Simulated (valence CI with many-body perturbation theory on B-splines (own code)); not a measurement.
Results of a calculation; reference values are marked as such.
## Hyperfine factors and g values of Ar¹¹⁺

Method: valence CI with perturbative core correlation (CI+MBPT): five valence electrons over a frozen Dirac-Fock core [He], a basis of 9 s, 9 p, 8 d, 6 f, 3 g, 1 h functions for each j, with the one-electron correlation potential Σ1 (screened to all orders), the two-electron term Σ2, the three-electron term Σ3, Breit, model QED; selected single and double excitations, second order for the rest, scaled by the run's own slope (own B-spline code, finite nucleus).

No measured spectrum was set against this ion. As an estimate, levels of excited configurations hold to 0.05 to 0.15 % of their energy, terms of the ground configuration to about 0.5 %. Among the levels kept, up to 2400 cm⁻¹ of a level comes from second order outside the variational space, and about a tenth of that is noise between levels of different J, which matters for small intervals.

A/g_I is the dipole constant over the nuclear g factor μ/I (μ in nuclear magnetons, uniformly magnetised nucleus), B/Q the quadrupole constant per barn. Both hold the static response of the core; the bare values leave it out. Large factors of s and p1/2 electrons are usually good to 5 to 10 %; those of open d and f shells near neutrality can be off by tens of per cent, and small factors of p3/2, d and f electrons come from cancelling terms and can be off by a factor of two or in sign, in half-filled shells by more. B is blank for J = 1/2, where it vanishes, and for nearly pure S terms. Energies count from the lowest level.

Letters in brackets count levels of one name in rising energy.

```tsv
Level	E (× 10³ cm⁻¹)	g	A/g_I (MHz)	A/g_I bare	B/Q (MHz/b)	B/Q bare
2s²2p³ ⁴S°_3/2	0.00	1.994	94.1	1970		
2s²2p³ ²D°_3/2	95.14	0.837	8680	8470	9400	9470
2s²2p³ ²D°_5/2	98.46	1.199	14200	14500	-194	-195
2s²2p³ ²P°_1/2	149.59	0.664	40200	39200		
2s²2p³ ²P°_3/2	154.45	1.300	7870	8480	-9620	-9690
2s2p⁴ ⁴P_5/2	446.07	1.598	32800	32800	13900	14000
2s2p⁴ ⁴P_3/2	458.24	1.733	30200	30300	-11100	-11200
2s2p⁴ ⁴P_1/2	464.20	2.666	64900	64900		
2s2p⁴ ²D_3/2	614.33	0.801	-9770	-8750	-19500	-19700
2s2p⁴ ²D_5/2	614.94	1.200	38600	37600	-28000	-28200
2s2p⁴ ²S_1/2	716.03	1.921	124000	119000		
2s2p⁴ ²P_3/2	746.44	1.330	-3310	-1660	13800	13900
2s2p⁴ ²P_1/2	762.52	0.747	32000	29900		
2p⁵ ²P°_3/2	1167.2	1.333	6410	7530	-13400	-13500
2p⁵ ²P°_1/2	1186.9	0.664	40300	39000		
2s²2p²3s ⁴P_1/2	2864.7	2.621	18500	19500		
2s²2p²3s ⁴P_3/2	2873.2	1.726	8410	9060	11300	11400
2s²2p²3s ⁴P_5/2	2883.8	1.592	15000	15500	-14000	-14100
2s²2p²3s ²P_1/2	2896.5	0.716	3180	2980		
2s²2p²3s ²P_3/2	2909.1	1.314	9290	10300	-12900	-13000
2s²2p²3s ²D_5/2	2955.6	1.207	18000	17800	28400	28600
2s²2p²3s ²D_3/2	2956.4	0.824	9700	9960	19000	19100
2s²2p²3p ²S°_1/2	2982.1	1.811	1710	3760		
2s²2p²3p ⁴D°_1/2	2990.7	0.235	7240	6340		
2s²2p²3p ⁴D°_3/2	2994.4	1.236	3720	4060	4360	4390
2s²2p²3p ⁴D°_5/2	3002.4	1.382	3300	3880	4860	4890
2s²2p²3p ⁴P°_1/2	3009.1	2.586	-7480	-5180		
2s²2p²3p ⁴P°_3/2	3009.4	1.632	6070	6980	-7770	-7830
2s²2p²3p ⁴D°_7/2	3012.1	1.423	6970	7570	-10500	-10600
2s²2p²3p ⁴P°_5/2	3015.8	1.522	7050	7840	-3120	-3140
2s²2p²3p ²D°_3/2 [a]	3023.5	0.874	13000	12700	-5510	-5550
2s²2p²3s ²S_1/2	3034.2	1.999	33100	32100		
2s²2p²3p ⁴S°_3/2	3036.9	1.971	7480	8800		
2s²2p²3p ²D°_5/2 [a]	3037.8	1.251	8360	8790	-3620	-3650
2s²2p²3p ²P°_3/2 [a]	3048.5	1.339	8010	8690	4900	4940
2s²2p²3p ²P°_1/2 [a]	3049.5	0.696	14200	13700		
2s²2p²3p ²F°_5/2	3085.4	0.872	12500	12400	25000	25100
2s²2p²3p ²F°_7/2	3089.2	1.147	8930	9020	32000	32200
2s2p³3s ⁶S°_5/2	3092.9	1.999	33300	33600		
2s²2p²3p ²D°_3/2 [b]	3111.1	0.850	10100	10000	11500	11600
```

Question: Take the isotope of mass number 39, with I = 7/2, μ = -1.59 μN and Q = -0.116 b. What is the hyperfine structure of 2s²2p³ ²P°_3/2?

Answer: From the table A = -3580 MHz, B = 1120 MHz. Shifts from the centre of gravity in MHz: F = 2: 24800, F = 3: 13200, F = 4: -1420, F = 5: -18500.
